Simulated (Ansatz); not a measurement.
Cost and result up the ladder for Hg₁₀Te₁₀ (20 atoms). Charge 0, multiplicity 1. Geometry: PBE-D4/def2-SVP.

```xyz
20

Hg   -1.006   -3.837    1.336
Hg   -3.961   -1.686   -0.345
Hg   -0.248   -0.924   -0.881
Hg   -0.231   -1.104    3.198
Hg    2.669   -1.321    1.625
Hg    3.599   -1.018   -1.984
Hg   -4.355    2.045   -0.321
Hg   -0.878    2.543   -1.902
Hg    1.201    2.069    1.381
Hg    3.218    2.475   -1.823
Te   -2.003   -3.411   -1.167
Te    0.240   -3.782    3.718
Te    2.266   -2.914   -0.523
Te    2.446    0.592    3.515
Te   -6.030   -0.050    0.110
Te    0.460    0.510   -3.152
Te   -2.706    4.139   -0.665
Te   -1.390    0.589    1.338
Te    5.095    0.941   -3.052
Te    1.613    4.144   -0.406
```

Ansatz on 5 threads of AMD EPYC 7R13 on a shared host and a share (37 GiB) of an NVIDIA H100 80GB HBM3. Times are rough, and most runs start from the orbitals of an earlier one. PBE0-D4/def2-TZVP serves as the yardstick here, not as an exact answer. Differences are given only for rows in sets of like size (and for xTB, whose basis is part of the method), since another set adds its own error. Binding counts from free atoms at the same level (Hg singlet, Te triplet; other spins of the atoms weren't run), without zero-point energy or a counterpoise term.

In the def2 sets Hg, Te take a core potential; there is no spin–orbit coupling. Correlated methods freeze 40 core orbitals; core or outer-core shells of Hg, Te are correlated, in sets that lack core-valence functions. The rows differ in basis, and correlated rows in double-zeta sets carry the largest basis error. Single mean-field runs in def2-SVP, def2-TZVP are fitted with def2-universal-jkfit. Another isomer (singlet) lies 0.12 eV lower at PBE0-D4/def2-TZVP; other spin states weren't run for this one.

Correlated methods converge slowly with the basis, most of all in double-zeta sets.

| level | functions | binding energy per atom (eV) | difference from PBE0-D4/def2-TZVP (eV) |
| --- | --- | --- | --- |
| PBE-D4/def2-SVP | 580 | 1.32 | – |
| B97M-V/def2-TZVP | 930 | 1.25 | -0.14 |
| PBE0-D4/def2-SVP | 580 | 1.28 | – |
| PBE-D4/def2-TZVP (with forces) | 930 | 1.43 | 0.04 |
| PBE0-D4/def2-TZVP | 930 | 1.40 | 0.00 |
| MP2/def2-SVP | 580 | 1.09 | – |
| r2SCAN-D4/def2-TZVP | 930 | 1.36 | -0.03 |

Q: Estimate how long each takes.

A: PBE-D4/def2-SVP 10 s; PBE0-D4/def2-SVP 13 s; PBE-D4/def2-TZVP (with forces) 15 s; B97M-V/def2-TZVP 16 s; MP2/def2-SVP 19 s; PBE0-D4/def2-TZVP 19 s; r2SCAN-D4/def2-TZVP 20 s. On shared hardware such times vary by a factor of up to 3.
